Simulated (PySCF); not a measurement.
# `C#Cc1ccc(N)c(Cl)c1`, C8H6ClN

Geometry:
```
atom   x (Å)   y (Å)   z (Å)
  C1   3.688   0.438  -1.088
  C2   2.545   0.315  -0.743
  C3   1.201   0.162  -0.330
  C4   0.716   0.841   0.788
  C5  -0.592   0.679   1.189
  C6  -1.466  -0.165   0.497
  N7  -2.745  -0.382   0.935
  C8  -0.961  -0.833  -0.627
 Cl9  -2.019  -1.883  -1.528
 C10   0.344  -0.680  -1.039
 H11   4.686   0.546  -1.392
 H12   1.374   1.496   1.339
 H13  -0.963   1.203   2.058
 H14  -3.145   0.298   1.557
 H15  -3.375  -0.816   0.280
 H16   0.704  -1.208  -1.908
```

Computed, not measured: PySCF, GIAO HCTH407/pcSseg-1 magnetisability, rotational g tensor and spin-rotation constants, non-relativistic, gas phase. Geometry: GFN2-xTB.

Problem. Give the nuclear spin-rotation constants along the inertial axes (H = +C I·J) beside the isotropic shieldings.

Solution. Rotational constants 2.1636, 0.7762, 0.5715 GHz. A star marks the isotopologue with that one atom substituted, in its own axes.
| atom | isotope | Caa (kHz) | Cbb (kHz) | Ccc (kHz) | mean (kHz) | σ (ppm) |
| --- | --- | --- | --- | --- | --- | --- |
| N7 | 14N | 0.115 | 0.059 | 0.034 | 0.069 | 182.4 |
| Cl9 | 35Cl | 0.457 | 0.188 | 0.144 | 0.263 | 750.5 |
| H11 | 1H | 0.041 | -0.075 | -0.066 | -0.033 | 29.2 |
| H12 | 1H | 0.056 | -0.008 | -0.060 | -0.004 | 24.4 |
| H13 | 1H | -0.213 | 0.078 | -0.062 | -0.066 | 25.1 |
| H14 | 1H | -0.220 | 0.024 | -0.066 | -0.087 | 28.0 |
| H15 | 1H | -0.021 | -0.038 | -0.064 | -0.041 | 27.2 |
| H16 | 1H | -0.201 | 0.085 | -0.060 | -0.059 | 24.2 |
| C1 | 13C* | 0.288 | 0.205 | 0.176 | 0.223 | 106.1 |
| C2 | 13C* | 0.099 | 0.251 | 0.219 | 0.189 | 97.1 |
| C3 | 13C* | 0.903 | 0.252 | 0.070 | 0.408 | 72.9 |
| C4 | 13C* | 0.931 | 0.310 | 0.074 | 0.438 | 52.1 |
| C5 | 13C* | 0.684 | 0.324 | 0.077 | 0.362 | 71.7 |
| C6 | 13C* | 0.970 | 0.314 | 0.082 | 0.456 | 43.3 |
| C8 | 13C* | 0.780 | 0.281 | 0.112 | 0.391 | 61.0 |
| C10 | 13C* | 0.773 | 0.356 | 0.088 | 0.406 | 50.4 |

For the geometry as given, no vibrational averaging.
